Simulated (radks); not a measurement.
Task: The mean radii <r> (bohr) of the occupied orbitals of an atom or ion are listed with their occupations. All-electron calculation, scalar-relativistic Kohn-Sham, PBE, spin-unpolarised, spherical densities, point nucleus. Program: a radial shooting solver on a logarithmic mesh with Libxc functionals.

| orbital | occ. | <r> |
|---|---|---|
| 1s | 2 | 0.02035 |
| 2s | 2 | 0.08501 |
| 2p | 6 | 0.07515 |

Name the element and its charge.

Result: Z = 68, erbium, charge +58: Er58+ in [Ne]. The 1s radius gives Z: for a bare nucleus <r> = (2 gamma + 1)/(2Z) with gamma = sqrt(1 - (Z/c)^2), 0.02012 bohr for Z = 68, and screening makes it slightly larger (0.02035 here). The occupations add up to 10, and the charge is Z minus that.
